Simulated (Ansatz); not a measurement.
H2O2, charge +1, doublet, at a GFN2-xTB geometry (a state made from the parent by changing its charge; the spin is typed, not shown lowest). Base run: Ansatz (an electronic-structure program) with PBE0/6-311G**.

Here is a job for Ansatz.
Ansatz 0.2 input:
```yaml
crystal:
  periodic: [false, false, false]
  atoms:
    - {symbol: O, position_ang: [0.00029017, 0.64522356, -0.01214168]}
    - {symbol: O, position_ang: [-0.00029017, -0.64522356, 0.01214168]}
    - {symbol: H, position_ang: [0.94311055, 0.99403527, -0.03396231]}
    - {symbol: H, position_ang: [-0.94311055, -0.99403527, 0.03396231]}
basis:
  gaussian:
    orbitals: 6-311G__.json
hamiltonian:
  xc: pbe0
total_charge: 1
magnetization: {spin_polarized: true, initial_magnetization: 1}
```
The basis file holds 6-311G** in the JSON format of the Basis Set Exchange.

The base run was repeated with changes; each row names its change, and settings that it needs were set with it.

```
change                                                          ΔE vs base (mEh)
--------------------------------------------------------------  ----------------
base                                                                       0.000
accuracy = high                                                            0.001
lower_state_search = full                                                  0.000
fitting.mean_field = def2-universal-JKFIT                                 -0.040
point_charge = charge:0.5 position_ang:-1.3724, -3.2477, 2.583            62.459
nuclear_model = gaussian                                                   0.025
forces = on                                                                0.000
lower_state_search = off                                                   0.000
final_grid = 10, 20, 41                                                    0.000
point_charge = charge:1.0 position_ang:-2.8967, 2.7887, 1.7131             113.6
final_grid = 6, 12, 29                                                    -0.002
```
